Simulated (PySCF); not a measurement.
## Correlation energy of Mo (molybdenum, neutral)

[Kr] 4d5 5s1, high-spin 7S determinant. All numbers are calculated (PySCF 2.14, the spin-free X2C one-electron Hamiltonian (Gaussian nucleus), in x2c-TZVPPall (8s6p6d2f1g, 79 functions)). Frozen: [Ar] 3d10; 14 electrons correlated.

```json
{"level": "CCSD", "correlation energy (mhartree)": "-364.02"}
{"level": "(T)", "correlation energy (mhartree)": "-10.57"}
{"level": "CCSD(T)", "correlation energy (mhartree)": "-374.59"}
```

Diagnostics: T1 = 0.011, D1 = 0.0510, largest double amplitude 0.024.

Problem. Is a single reference adequate?

Solution. Yes, within this model without spin-orbit coupling: T1 lies below 0.03 and no double amplitude reaches 0.07.

This basis was not built for core-valence correlation, so the inner-shell part is incomplete.
